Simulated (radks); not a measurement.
Values are calculated unless marked as measured or tabulated.
All-electron atom: neutral arsenic in [Ar] 3d10 4s1 4p4 (not the ground configuration).

Level of theory: scalar-relativistic Kohn-Sham, PBE, spin-unpolarised, spherical densities, finite nucleus; Fermi nuclear charge, rms radius 4.0968 fm (a radial shooting solver on a logarithmic mesh with Libxc functionals).

Energy parts (hartree):
part                       energy
total                 -2260.44549
kinetic                2303.92289
electron-nucleus      -5446.78106
Hartree                 965.96100
exchange-correlation    -83.54832

Orbitals (lengths in bohr, moments of r in powers of bohr; r(90%) holds 90 % of the orbital's charge):
| orbital | occ. | eigenvalue (hartree) | r(90%) | <r^2> | <r^4> | <1/r> |
|---|---|---|---|---|---|---|
| 1s | 2 | -430.7417 | 0.0813 | 0.002786 | 0.00001999 | 33.47 |
| 2s | 2 | -54.69798 | 0.314 | 0.04848 | 0.004070 | 7.368 |
| 2p | 6 | -47.96949 | 0.289 | 0.03846 | 0.002973 | 7.220 |
| 3s | 2 | -7.05604 | 0.893 | 0.4124 | 0.2729 | 2.385 |
| 3p | 6 | -4.97484 | 0.946 | 0.4473 | 0.3447 | 2.232 |
| 3d | 10 | -1.55440 | 1.13 | 0.5787 | 0.7844 | 1.910 |
| 4s | 1 | -0.56485 | 2.88 | 4.230 | 29.58 | 0.6880 |
| 4p | 4 | -0.21455 | 3.87 | 7.298 | 98.91 | 0.5284 |

The highest occupied level is 4p at -5.838 eV. The electron density at the nucleus is 3.598e+04 e/bohr^3 (large components only). The density falls to 0.001 e/bohr^3 at r = 4.45 bohr. Summed over all electrons, <r^2> = 43.05 bohr^2, which gives a Langevin (diamagnetic) susceptibility term of -34.1 x 10^-6 cm^3/mol.
